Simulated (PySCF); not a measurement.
**Nb²⁺ (niobium, charge +2): UHF calculation**

Configuration: [Kr] 4d2 5p1, one real determinant (an excited configuration). Computed with PySCF 2.14 in def2-TZVPPD with the def2 core potential (28 electrons) (6s4p3d2f1g, 56 functions), with a scalar-relativistic core potential.

```
Total energy                                                  : -55.331886 hartree
One-electron energy                                           : -86.2022 hartree
Hartree (Coulomb) energy                                      : 36.5946 hartree
Exchange energy                                               : -5.7243 hartree
⟨S²⟩                                                          : 3.7544
⟨L²⟩                                                          : 14.038
Sum of ⟨r⟩                                                    : 17.37 bohr
Sum of ⟨r²⟩                                                   : 36.65 bohr²
Traceless quadrupole moment −½Σ⟨3z² − r²⟩ along its main axis : -5.94 e·bohr²
```

```
shell  electrons  mean orbital energy (hartree)  spread (hartree)  rms radius, mean of both spins (bohr)
 4s α          1                       -3.59800                 0                                   1.23
 4s β          1                       -3.48690                 0                                   1.23
 4p α          3                       -2.50471           0.00575                                   1.37
 4p β          3                       -2.35830           0.01225                                   1.37
 4d α          2                       -1.09565           0.00558                                   1.89
 5p α          1                       -0.59633                 0                                   3.89
```

⟨L²⟩ = 14.04 against 20 for a pure G term, so this real determinant mixes terms. Energies and moments cover only the electrons outside the core potential.
